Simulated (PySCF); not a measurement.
C₅H₈O₂S.
Atom-mapped SMILES: `[CH2:1]=[C:2]=[CH:3][CH2:4][S:5]([CH3:6])(=[O:7])=[O:8]` (hydrogens: H9, H10 on C1; H11 on C3; H12, H13 on C4; H14, H15, H16 on C6)

Computed with PySCF at B3LYP/def2-SVPD, non-relativistic, on one gas-phase PBE0-D3(BJ)/def2-SVP geometry that isn't relaxed in the solvent. The solvent is an IEF-PCM continuum (Bondi radii, 1.10 Å for H, scaled by 1.2). Specific hydrogen bonds and non-electrostatic terms are outside this model.

Gas phase at B3LYP/def2-SVPD: HOMO -7.57 eV, LUMO -0.75 eV, dipole 5.04 D.

**Question.** What does the continuum do to the energy, the frontier levels and the dipole at B3LYP/def2-SVPD in dichloromethane and acetonitrile?

**Answer.** 
```
        solvent      ε  E(solvent) − E(gas) (kcal/mol)  polarisation term (kcal/mol)  distortion of the solute (kcal/mol)  HOMO (eV)  LUMO (eV)  dipole (D)
dichloromethane   8.93                          -10.02                        -11.66                                 1.64      -7.37      -0.44        6.40
   acetonitrile  35.69                          -11.52                        -13.75                                 2.23      -7.35      -0.40        6.63
```

The polarisation term is half the interaction of the solute with the surface charges that it induces; the rest is the cost of distorting the solute's density. The sum is the electrostatic part of solvation alone. From dichloromethane to acetonitrile the lowering changes by a factor 1.15, Onsager's factor (ε − 1)/(2ε + 1) by 1.14 and ε itself by 4.0.

**Question.** Which radius a makes the point-dipole formula ΔE = −[(ε − 1)/(2ε + 1)]·μ²/a³ give the value in acetonitrile, with the gas-phase dipole?

**Answer.** μ = 1.982 au and |ΔE| = 0.01836 Eh give a = 2.48 Å; the farthest nucleus lies 3.92 Å from the centroid of the nuclei, so such a sphere wouldn't even hold the nuclei. The formula assumes a rigid point dipole at the centre of a sphere.

**Question.** How does the static polarisability (B3LYP/def2-SVPD, frozen core, with the continuum's full static response) change?

**Answer.** 
```json
{"medium": "gas", "isotropic (au)": "92.8", "principal values (au)": "73.1, 79.3, 126.1", "⟨r²⟩ of the electrons (bohr²)": "1326.7"}
{"medium": "dichloromethane", "isotropic (au)": "120.9", "principal values (au)": "96.7, 101.7, 164.4", "⟨r²⟩ of the electrons (bohr²)": "1326.9"}
{"medium": "acetonitrile", "isotropic (au)": "126.4", "principal values (au)": "101.9, 106.3, 171.0", "⟨r²⟩ of the electrons (bohr²)": "1327.0"}
```

The isotropic value in acetonitrile is 1.36 times the gas-phase one; no cavity-field correction is applied. ⟨r²⟩ is taken about the centre of nuclear charge.

Shape of the structure used: `[CH2:1]=[C:2]=[CH:3][CH2:4][S:5]([CH3:6])(=[O:7])=[O:8]`: C2–C3–C4–S5 116°, C3–C4–S5–C6 -66°.
